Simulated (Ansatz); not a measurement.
Ideal-gas functions of `FB[AsH2]` at 298.15 K and 1 bar, from an Ansatz frequency run at PBE0-D4/def2-TZVP.

Molar mass 107.76 g/mol, point group C1 (symmetry number 1), electronic degeneracy 1, moments of inertia 12.928, 151.71, 160.614 u Å². Harmonic wavenumbers (cm⁻¹, unscaled): 180, 257, 464, 547, 719, 836, 988, 1097, 1317, 2233, 2249, 2606.

Use S(trans) = R[1.5 ln M + 2.5 ln T − 1.1517]; rotational temperatures θ = 24.2544 K / I; S(rot) = R[ln(√π/σ · √(T³/θAθBθC)) + 1.5]; for each mode x = 1.438777 ν̃/T, S = R[x/(eˣ − 1) − ln(1 − e⁻ˣ)] and H = RT x/(eˣ − 1); 1 cm⁻¹ = 0.0119627 kJ/mol; R = 8.31446 J/(mol·K).

Task: By hand: the entropy, in J/(mol·K).

Result: Translation 167.2. Rotation: θ = 1.8761, 0.1599, 0.151 K, giving 101.2. Vibration, mode by mode: 9.74, 7.04, 3.16, 2.30, 1.19, 0.75, 0.41, 0.26, 0.11, 0.00, 0.00, 0.00, in all 25.0. Electronic 0.0. Sum 293.4 J/(mol·K).

Task: By hand: H − E and G − E in kJ/mol, counted from the electronic energy.

Result: Zero-point energy ½ × 13493 × 0.0119627 = 80.7; thermal vibration 4.6; translation, rotation and pV give 4 RT = 9.9. H − E = 95.2 kJ/mol, and G − E = 95.2 − 298.15 × 293.4/1000 = 7.7 kJ/mol.

Vibration gives 9 % of the entropy. The sum counts one conformer and one mirror image; others add a mixing term.
